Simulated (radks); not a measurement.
Valence configurations of Ho IV (all share [Xe]). All-electron calculation, scalar-relativistic Kohn-Sham, SCAN, spin-polarised, spherical densities, finite nucleus; open shells are filled with parallel spins first (spin-orbit coupling, left out, can overturn this in heavy ions); meta-GGA in the generalised Kohn-Sham scheme; Fermi nuclear charge, rms radius 5.2022 fm. Program: a radial shooting solver on a logarithmic mesh with Libxc functionals. Energies are relative to 4f10; eigenvalues in eV for spin up.

| valence | E (eV) | moment (Bohr magnetons) | e(4f) | e(5d) | e(6p) |
|---|---|---|---|---|---|
| 4f10 | 0.000 | 4 | -36.816 | - | - |
| 4f9 5d1 | 9.586 | 6 | -44.792 | -27.361 | - |
| 4f9 6p1 | 18.834 | 6 | -49.291 | - | -20.863 |
| 4f8 6p2 | 46.074 | 8 | -62.716 | - | -23.447 |
| 4f7 5d1 6p2 | 68.249 | 10 | -72.248 | -38.203 | -23.991 |

NIST lists [Xe] 4f10 as the ground configuration; this level of theory agrees among the configurations tried. The energies are those of spherical high-spin densities, not of single terms. No valid solution was reached for [Xe] 4f9 6s1; [Xe] 4f8 6s2; [Xe] 4f8 5d1 6s1.
